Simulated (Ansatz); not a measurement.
Caution, from a PySCF single point (PBE0-D3(BJ)/def2-TZVPD) at this geometry: the highest occupied level lies above zero, so the state may not be bound. This singlet lies 1.59 eV below the relaxed triplet at the level frozen-core CCSD(T)/aug-cc-pVDZ // PBE0-D3(BJ)/def2-TZVPD (Ansatz, an electronic-structure program).

Species: H$_{4}$AlN$_{2}$, SMILES `[NH2][Al-][NH2]` (lower singlet) (charge -1, multiplicity 1).

Task: Give a relaxed geometry from PBE0-D3(BJ)/def2-TZVPD (Ansatz).

Result: One answer among several that fit: the end point of this relaxation, one of several conformers (outside a Z-matrix the atoms follow the SMILES, hydrogens last).
Cartesian coordinates (Å) in one orientation:
```xyz
7

N     -1.384     0.314     0.067
Al    -0.078    -0.444     1.136
N      1.379    -0.341     0.000
H     -1.271     0.670    -0.875
H     -2.341     0.432     0.364
H      1.394     0.038    -0.941
H      2.300    -0.668     0.250
```
